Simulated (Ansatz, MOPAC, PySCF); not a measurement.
System: CH$_{3}$Li, charge 0, multiplicity 1. SMILES: [Li][CH3]
Geometry: optimised at B3LYP-D3(BJ)/def2-TZVP (Ansatz, a first-principles code).

Quantity: size of the dipole moment, in D. Terms: LANL2DZ all-electron up to Ne; no dispersion term unless named; non-relativistic; PM7 with its own dispersion and hydrogen-bond terms; 6-31G* and kin with 6d, 5d where marked; no spin-orbit coupling. First-principles rows: single points at B3LYP-D3(BJ) geometries (Ansatz). Semi-empirical rows: dipoles at the shared geometry.

| level | program | size of the dipole moment (D) |
|---|---|---|
| PM6 | MOPAC | 5.18 |
| PM7 | MOPAC | 4.97 |
| PBE/6-31G* | Ansatz | 4.72 |
| PBE/def2-SVP | Ansatz | 5.15 |
| BP86/def2-SVP | PySCF | 5.24 |
| B3LYP/STO-3G | Ansatz | 3.63 |
| B3LYP/3-21G | Ansatz | 4.64 |
| B3LYP/LANL2DZ | Ansatz | 5.03 |
| B3LYP/6-31G* | Ansatz | 4.98 |
| B3LYP/def2-SVP | Ansatz | 5.35 |

No value to compare with is used here. The 10 habitual levels span 3.63 (B3LYP/STO-3G) to 5.35 D (B3LYP/def2-SVP).

The levels are drawn from those run, B3LYP/6-31G* more often than the rest, none by its result; runs whose electronic state is in doubt are left out.
